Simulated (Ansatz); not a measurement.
Al4⁺. Total charge 1; doublet. Geometry PBE-D4/def2-TZVP; atoms count from 1.

```xyz
4

Al    0.8899    1.6136    1.3209
Al    0.9967   -0.8260    0.3371
Al   -0.9959    0.8265   -0.3383
Al   -0.8907   -1.6141   -1.3197
```

The charge 1 doublet is spin-contaminated (final ⟨S²⟩ up to 1.23, 0.75 for a pure state). The geometry of the doublet was relaxed on an unsound state (⟨S²⟩ 1.07, where a pure state has 0.75). At PBE0-D4/def2-TZVP a quartet of charge 1 lies 0.17 eV below the doublet, each at its own geometry. The structure comes from a short search, and lower isomers may exist.

**Question.** Estimate the Mulliken populations from the PBE0/def2-TZVP orbitals of Ansatz.

**Answer.** 
| atom | charge (e) | spin (α − β) |
| --- | --- | --- |
| Al1 | 0.33 | 0.30 |
| Al2 | 0.17 | 0.20 |
| Al3 | 0.17 | 0.20 |
| Al4 | 0.33 | 0.30 |
Mulliken values and Mayer orders depend strongly on the basis.

**Question.** Where does the spin sit?

**Answer.** Summed by element: Al 1.00, of 1 unpaired in all. Largest on single atoms: Al1 0.30, Al4 0.30, Al2 0.20.

**Question.** And the Mayer bond orders between bonded heavy atoms (over 0.3)?

**Answer.** Al1–Al2 0.74 (2.63 Å); Al1–Al3 0.74 (2.63 Å); Al2–Al3 0.80 (2.68 Å); Al2–Al4 0.74 (2.63 Å); Al3–Al4 0.74 (2.63 Å). Values over 0.3 also appear between atoms too far apart for a bond (Al1–Al4 0.41 at 4.53 Å); they arise where an orbital or an unpaired electron spreads over both atoms.
